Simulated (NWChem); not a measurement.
System: SiH$_{2}$IF; SMILES F[SiH2]I

Output (shortened):

```
             Northwest Computational Chemistry Package (NWChem) 7.3.0
             --------------------------------------------------------

 CS  symmetry detected

                             Geometry "geometry" -> ""
                             -------------------------

 Output coordinates in angstroms (scale by  1.889725989 to convert to a.u.)

  No.       Tag          Charge          X              Y              Z
 ---- ---------------- ---------- -------------- -------------- --------------
    1 Si                  14.0000    -0.56493277     1.48137563     0.00000000
    2 F                    9.0000     0.77209851     2.39382020     0.00000000
    3 I                   53.0000     0.06825660    -0.86461304     0.00000000
    4 H                    1.0000    -1.32871383     1.77042515     1.23874200
    5 H                    1.0000    -1.32871383     1.77042515    -1.23874200

 Effective nuclear repulsion energy (a.u.)     309.8521811636

      Symmetry information
      --------------------

 Group name             Cs
 Group number              2
 Group order               2
 No. of unique centers     4

                                 NWChem DFT Module
                                 -----------------

 Summary of "ao basis" -> "ao basis" (spherical)
 ------------------------------------------------------------------------------
       Tag                 Description            Shells   Functions and Types
 ---------------- ------------------------------  ------  ---------------------
 Si                         def2-svp                 8       18   4s3p1d
 F                          def2-svp                 6       14   3s2p1d
 I                          def2-svp                10       26   4s4p2d
 H                          def2-svp                 3        5   2s1p

      Symmetry analysis of basis
      --------------------------

        a'         46
        a"         22

            General Information
            -------------------
          SCF calculation type: DFT
          Wavefunction type:  closed shell.
          No. of atoms     :     5
          No. of electrons :    50
           Alpha electrons :    25
            Beta electrons :    25
          Charge           :     0
          Spin multiplicity:     1
          Use of symmetry is: on ; symmetry adaption is: on
          Maximum number of iterations: 150
          AO basis - number of functions:    68
                     number of shells:    30
          Convergence on energy requested:  1.00D-06
          Convergence on density requested:  1.00D-05
          Convergence on gradient requested:  5.00D-04

              XC Information
              --------------
                         B3LYP Method XC Potential
                     Hartree-Fock (Exact) Exchange  0.200
                        Slater Exchange Functional  0.800 local
                    Becke 1988 Exchange Functional  0.720 non-local
              Lee-Yang-Parr Correlation Functional  0.810
                  VWN I RPA Correlation Functional  0.190 local

             Grid Information
             ----------------
          Grid used for XC integration:  coarse
          Radial quadrature: Mura-Knowles
          Angular quadrature: Lebedev.
          Tag              B.-S. Rad. Rad. Pts. Rad. Cut. Ang. Pts.
          ---              ---------- --------- --------- ---------
          Si                  1.10       70           8.0       302
          F                   0.50       35           9.0       302
          I                   1.40      104           9.0       302
          H                   0.35       35          10.0       302
          Grid pruning is: on
          Number of quadrature shells:   244
          Spatial weights used:  Erf1

      Superposition of Atomic Density Guess
      -------------------------------------

 Sum of atomic energies:        -736.15673359

      Non-variational initial energy
      ------------------------------

 Total energy =    -686.171566
 1-e energy   =   -1407.562209
 2-e energy   =     546.084820
 HOMO         =      -0.336805
 LUMO         =       0.051358

      Symmetry analysis of molecular orbitals - initial
      -------------------------------------------------

  Numbering of irreducible representations:

     1 a'          2 a"

  Orbital symmetries:

     1 a'          2 a'          3 a'          4 a'          5 a'
     6 a"          7 a'          8 a'          9 a"         10 a'
    11 a'         12 a"         13 a'         14 a"         15 a'
    16 a'         17 a'         18 a'         19 a"         20 a'
    21 a'         22 a"         23 a'         24 a'         25 a"
    26 a'         27 a'         28 a'         29 a"         30 a'
    31 a'         32 a"         33 a'         34 a'         35 a"

     ---------------------------------------------
      Total Density - Mulliken Population Analysis
     ---------------------------------------------

    Atom       Charge   Shell Charges
 -----------   ------   -------------------------------------------------------
    1 Si  14    12.92   2.00  1.99  0.93  0.24  5.93  0.88  0.75  0.20
    2 F    9     9.57   1.99  1.15  0.78  3.52  2.14  0.00
    3 I   25    25.35   1.83  0.22  1.23  0.67  2.92  3.13  2.65  2.68  9.82  0.19
    4 H    1     1.08   0.70  0.37  0.01
    5 H    1     1.08   0.70  0.37  0.01

   convergence    iter        energy       DeltaE   RMS-Dens  Diis-err
 ---------------- ----- ----------------- --------- --------- ---------
 d= 0,ls=0.0,diis     1   -688.2006653080 -8.64D+02  2.01D-02  5.02D-01
 d= 0,ls=0.0,diis     2   -688.1525708242  4.81D-02  1.04D-02  1.13D+00
 d= 0,ls=0.0,diis     3   -688.2656768795 -1.13D-01  1.71D-03  1.45D-02
 d= 0,ls=0.0,diis     4   -688.2664295924 -7.53D-04  9.12D-04  3.14D-03
 d= 0,ls=0.0,diis     5   -688.2669088760 -4.79D-04  2.15D-04  1.37D-04
  Resetting Diis
 d= 0,ls=0.0,diis     6   -688.2669315677 -2.27D-05  3.23D-05  2.93D-06
 d= 0,ls=0.0,diis     7   -688.2669318776 -3.10D-07  1.00D-05  1.10D-07
 d= 0,ls=0.0,diis     8   -688.2669318844 -6.87D-09  4.36D-06  7.37D-08

         Total DFT energy =     -688.266931884417
      One electron energy =    -1408.803528394049
           Coulomb energy =      599.757220899587
    Exchange-Corr. energy =      -54.526448387628
 Nuclear repulsion energy =      175.305823997673

 Numeric. integr. density =       49.999963517744

                  Occupations of the irreducible representations
                  ----------------------------------------------

                     irrep           alpha         beta
                     --------     --------     --------
                     a'               18.0         18.0
                     a"                7.0          7.0

                       DFT Final Molecular Orbital Analysis
                       ------------------------------------

 Vector   23  Occ=2.000000D+00  E=-3.464538D-01  Symmetry=a'
              MO Center= -1.5D-01,  1.3D-01, -3.0D-14, r^2= 3.8D+00
   Bfn.  Coefficient  Atom+Function         Bfn.  Coefficient  Atom+Function
  ----- ------------  ---------------      ----- ------------  ---------------
    44      0.479423  3 I  py                47      0.339174  3 I  py
     9     -0.210647  1 Si py                23     -0.202538  2 F  py
    41     -0.190935  3 I  py                38     -0.155893  3 I  py
    26      0.147429  2 F  py                59     -0.147911  4 H  s
    64     -0.147911  5 H  s                  8      0.126205  1 Si px

 Vector   24  Occ=2.000000D+00  E=-2.848643D-01  Symmetry=a'
              MO Center=  3.7D-02, -7.2D-01, -2.0D-15, r^2= 2.2D+00
   Bfn.  Coefficient  Atom+Function         Bfn.  Coefficient  Atom+Function
  ----- ------------  ---------------      ----- ------------  ---------------
    43      0.581205  3 I  px                46      0.510020  3 I  px
    40     -0.235849  3 I  px                37     -0.191109  3 I  px
    44      0.148828  3 I  py                47      0.137523  3 I  py
    23     -0.081364  2 F  py                11      0.061934  1 Si px
    41     -0.060118  3 I  py                26      0.059363  2 F  py

 Vector   25  Occ=2.000000D+00  E=-2.792178D-01  Symmetry=a"
              MO Center= -2.4D-02, -6.5D-01, -8.1D-16, r^2= 2.6D+00
   Bfn.  Coefficient  Atom+Function         Bfn.  Coefficient  Atom+Function
  ----- ------------  ---------------      ----- ------------  ---------------
    45      0.594573  3 I  pz                48      0.531626  3 I  pz
    42     -0.241291  3 I  pz                39     -0.195392  3 I  pz
    60     -0.109250  4 H  s                 65      0.109250  5 H  s
    59     -0.105680  4 H  s                 64      0.105680  5 H  s
    15     -0.051417  1 Si d -1              10     -0.047803  1 Si pz

 Vector   26  Occ=0.000000D+00  E=-2.216659D-02  Symmetry=a'
              MO Center= -3.7D-01,  3.8D-01,  7.9D-16, r^2= 4.6D+00
   Bfn.  Coefficient  Atom+Function         Bfn.  Coefficient  Atom+Function
  ----- ------------  ---------------      ----- ------------  ---------------
    47      0.810773  3 I  py                12      0.794425  1 Si py
     4     -0.730968  1 Si s                  3     -0.554120  1 Si s
    36      0.507882  3 I  s                  9      0.318596  1 Si py
    60      0.293995  4 H  s                 65      0.293995  5 H  s
    44      0.284800  3 I  py                35      0.266289  3 I  s

 Vector   27  Occ=0.000000D+00  E= 3.610297D-05  Symmetry=a'
              MO Center= -4.9D-01,  1.2D+00,  1.1D-14, r^2= 3.6D+00
   Bfn.  Coefficient  Atom+Function         Bfn.  Coefficient  Atom+Function
  ----- ------------  ---------------      ----- ------------  ---------------
    11      0.985457  1 Si px                21     -0.470313  2 F  s
    12      0.400738  1 Si py                60      0.272121  4 H  s
    65      0.272121  5 H  s                 46     -0.249414  3 I  px
     8      0.243609  1 Si px                 3      0.220709  1 Si s
    22     -0.141076  2 F  px                 5     -0.135965  1 Si px

 Vector   28  Occ=0.000000D+00  E= 5.555572D-02  Symmetry=a'
              MO Center= -1.1D+00,  1.9D+00, -7.7D-14, r^2= 3.3D+00
   Bfn.  Coefficient  Atom+Function         Bfn.  Coefficient  Atom+Function
  ----- ------------  ---------------      ----- ------------  ---------------
    60     -1.116038  4 H  s                 65     -1.116038  5 H  s
     4      1.025370  1 Si s                 12      0.793254  1 Si py
    11     -0.731205  1 Si px                 3      0.725635  1 Si s
     2      0.280360  1 Si s                 59     -0.172706  4 H  s
    64     -0.172706  5 H  s                 25      0.170166  2 F  px

     ---------------------------------------------
      Total Density - Mulliken Population Analysis
     ---------------------------------------------

    Atom       Charge   Shell Charges
 -----------   ------   -------------------------------------------------------
    1 Si  14    13.33   2.00  1.98  1.06  0.12  5.93  1.20  0.73  0.32
    2 F    9     9.32   1.99  1.13  0.80  3.35  2.05  0.01
    3 I   25    25.19   1.83  0.22  1.35  0.56  2.93  3.12  2.66  2.50  9.79  0.24
    4 H    1     1.08   0.75  0.32  0.01
    5 H    1     1.08   0.75  0.32  0.01

     -------------------------------------------
      Total Density - Lowdin Population Analysis
     -------------------------------------------

    Atom       Charge   Shell Charges
 -----------   ------   -------------------------------------------------------
    1 Si  14    13.55   2.00  1.93  0.69  0.36  5.81  1.21  1.06  0.50
    2 F    9     9.20   1.98  1.02  0.77  3.22  2.21  0.01
    3 I   25    25.05   1.25  0.73  1.07  0.80  2.77  3.19  2.54  2.67  9.48  0.56
    4 H    1     1.09   0.65  0.42  0.03
    5 H    1     1.09   0.65  0.42  0.03

     Multipole analysis of the density
     ---------------------------------

     L   x y z        total         alpha         beta         nuclear
     -   - - -        -----         -----         ----         -------
     0   0 0 0      0.000000    -25.000000    -25.000000     50.000000

     1   1 0 0     -0.532240      1.539688      1.539688     -3.611616
     1   0 1 0      0.067359    -22.840665    -22.840665     45.748688
     1   0 0 1     -0.000000     -0.000000     -0.000000      0.000000

     2   2 0 0    -34.083724    -41.112168    -41.112168     48.140612
     2   1 1 0     -2.596354      0.955285      0.955285     -4.506923
     2   1 0 1     -0.000000     -0.000000     -0.000000      0.000000
     2   0 2 0    -33.959900   -208.484902   -208.484902    383.009903
     2   0 1 1     -0.000000     -0.000000     -0.000000      0.000000
     2   0 0 2    -34.090685    -22.525076    -22.525076     10.959466

            General Information
            -------------------
          SCF calculation type: DFT
          Wavefunction type:  closed shell.
          No. of atoms     :     5
          No. of electrons :    50
           Alpha electrons :    25
            Beta electrons :    25
          Charge           :     0
          Spin multiplicity:     1
          Use of symmetry is: on ; symmetry adaption is: on
          Maximum number of iterations: 150
          AO basis - number of functions:    68
                     number of shells:    30
          Convergence on energy requested:  1.00D-06
          Convergence on density requested:  1.00D-05
          Convergence on gradient requested:  5.00D-04

              XC Information
              --------------
                         B3LYP Method XC Potential
                     Hartree-Fock (Exact) Exchange  0.200
                        Slater Exchange Functional  0.800 local
                    Becke 1988 Exchange Functional  0.720 non-local
              Lee-Yang-Parr Correlation Functional  0.810
                  VWN I RPA Correlation Functional  0.190 local

             Grid Information
             ----------------
          Grid used for XC integration:  coarse
          Radial quadrature: Mura-Knowles
          Angular quadrature: Lebedev.
          Tag              B.-S. Rad. Rad. Pts. Rad. Cut. Ang. Pts.
          ---              ---------- --------- --------- ---------
          Si                  1.10       70           8.0       302
          F                   0.50       35           9.0       302
          I                   1.40      104           9.0       302
          H                   0.35       35          10.0       302
          Grid pruning is: on
          Number of quadrature shells:   244
          Spatial weights used:  Erf1

          Convergence Information
          -----------------------
          Convergence aids based upon iterative change in
          total energy or number of iterations.
          Levelshifting, if invoked, occurs when the
          HOMO/LUMO gap drops below (HL_TOL):  1.00D-02
          DIIS, if invoked, will attempt to extrapolate
          using up to (NFOCK): 10 stored Fock matrices.

                    Damping( 0%)  Levelshifting(0.5)       DIIS
                  --------------- ------------------- ---------------
          dE  on:    start            ASAP                start
          dE off:    2 iters        150 iters           150 iters

                            NWChem DFT Gradient Module
                            --------------------------

[...]

                         DFT ENERGY GRADIENTS

    atom               coordinates                        gradient
                 x          y          z           x          y          z
   1 Si     -1.067568   2.799394   0.000000    0.003761  -0.003374   0.000000
   2 F       1.459055   4.523664   0.000000   -0.001994  -0.001767   0.000000
   3 I       0.128986  -1.633882   0.000000   -0.001345   0.005383   0.000000
   4 H      -2.510905   3.345618   2.340883   -0.000211  -0.000121   0.000694
   5 H      -2.510905   3.345618  -2.340883   -0.000211  -0.000121  -0.000694
```

Level: B3LYP/def2-SVP with def2 effective core potentials on I. The geometry was optimised at PBE0/def2-SVP. def2 effective core potentials on I; no spin-orbit coupling.

**Question.** Write an input that gives this output.

**Answer.** This is not unique; one that fits is the input that was run:
```
start job
memory heap 200 mb stack 900 mb global 1100 mb
geometry units angstroms noautoz
  Si    -0.523177     1.491124     0.000000
  F      0.835419     2.371138     0.000000
  I      0.053389    -0.869419     0.000000
  H     -1.279783     1.798465     1.238742
  H     -1.279783     1.798465    -1.238742
end
basis spherical
  Si library def2-svp
  F library def2-svp
  I library def2-svp
  H library def2-svp
end
ecp
  I library def2-ecp
end
dft
  xc b3lyp
  grid coarse
  iterations 150
  mulliken
end
task dft gradient
```
